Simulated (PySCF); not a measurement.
Spectra and structures to be paired. Method used: PySCF 2.14.0, density-fitted response routines, TDDFT CAM-B3LYP/def2-SVPD, vertical, gas phase, core orbitals frozen in the response. Geometries: GFN2-xTB; one conformer of each isolated species. Triplets are in the Tamm–Dancoff approximation. Ions are computed without counter-ions or solvent.

A. `C[Si@H](P)[SiH2]O[SiH3]`
B. `C[C@@H](C[SiH3])CS`
C. `C[PH+](CC#N)C`

Lowest singlet levels (six at most, fewer where fewer were computed) with oscillator strengths:

1. 7.58 eV (f 0.000); 7.97 eV (f 0.024); 8.08 eV (f 0.001); 8.85 eV (f 0.010); 8.94 eV (f 0.003); 9.00 eV (f 0.006); T1 6.33 eV
2. 5.76 eV (f 0.076); 6.26 eV (f 0.033); 6.56 eV (f 0.014); 6.62 eV (f 0.018); 6.90 eV (f 0.015); 7.03 eV (f 0.428); T1 5.09 eV
3. 5.54 eV (f 0.005); 6.17 eV (f 0.028); 7.08 eV (f 0.016); 7.31 eV (f 0.030); 7.43 eV (f 0.008); 8.00 eV (f 0.003); T1 5.12 eV

Task: Match each spectrum to its molecule.

Result: 1 = C, 2 = A, 3 = B.
- A: S1 at 5.76 eV, HOMO→LUMO (82%); Löwdin shares by element: HOMO phosphorus 47%, silicon 27% or more, oxygen 8% (atoms not listed hold the other 18%); LUMO silicon 49%, phosphorus 9% (atoms not listed hold the other 42%); HOMO -8.29 and LUMO 0.32 eV.
- B: S1 at 5.54 eV, HOMO→LUMO (56%), HOMO→LUMO+3 (20%); Löwdin shares by element: HOMO sulfur 73%, carbon 10% or more, hydrogen 6% or more; LUMO sulfur 26%, silicon 20%, hydrogen 8% or more, carbon 5% or more (atoms not listed hold the other 41%); HOMO -8.17 and LUMO 0.92 eV.
- C: S1 at 7.58 eV, HOMO-1→LUMO+1 (46%), HOMO-1→LUMO+3 (14%), HOMO-1→LUMO+2 (14%); Löwdin shares by element: HOMO nitrogen 45%, carbon 44% or more, phosphorus 5%; LUMO phosphorus 22%, carbon 22% or more, hydrogen 14% or more (atoms not listed hold the other 41%); HOMO -15.43 and LUMO -3.54 eV.
